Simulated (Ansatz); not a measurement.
`C[B-]([SH2+])(Cl)Cl`, relaxed with RKS PBE-D4/def2-SVP in the Gaussian-basis code of Ansatz from a rough embedded geometry. The force threshold is 0.03 eV/Å; the program also tests the step.

Total charge 0; spin multiplicity 1.

Start:

```xyz
10

C    -1.151   -0.580    0.240
B     0.373   -0.171    0.372
S     0.622    1.356   -0.597
Cl    0.838    0.210    2.128
Cl    1.508   -1.492   -0.258
H    -1.815    0.134    0.621
H    -1.379   -0.833   -0.831
H    -1.265   -1.556    0.824
H     0.340    1.140   -1.979
H     1.929    1.792   -0.521
```

| step | energy (eV) | largest force (eV/Å) | largest move (Å) |
| --- | --- | --- | --- |
| 1 | -37647.3068 | 2.797 | 0.000 |
| 2 | -37647.8203 | 2.063 | 0.188 |
| 3 | -37647.9751 | 1.023 | 0.081 |
| 4 | -37648.0505 | 0.280 | 0.068 |
| 5 | -37648.0641 | 0.336 | 0.080 |
| 6 | -37648.0774 | 0.120 | 0.089 |
| 7 | -37648.0811 | 0.106 | 0.042 |
| 8 | -37648.0823 | 0.042 | 0.020 |
| 9 | -37648.0824 | 0.018 | 0.005 |

End:

```xyz
10

C    -1.181   -0.678    0.275
B     0.351   -0.350    0.483
S     0.556    1.663   -0.691
Cl    0.875    0.263    2.112
Cl    1.564   -1.408   -0.361
H    -1.850    0.110    0.676
H    -1.444   -0.873   -0.785
H    -1.408   -1.611    0.837
H     0.624    1.175   -1.964
H     1.913    1.709   -0.582
```

It took 14 s on 4 threads of an Arm Neoverse V1 on a shared host, with 0.15 GiB of host memory at the peak.
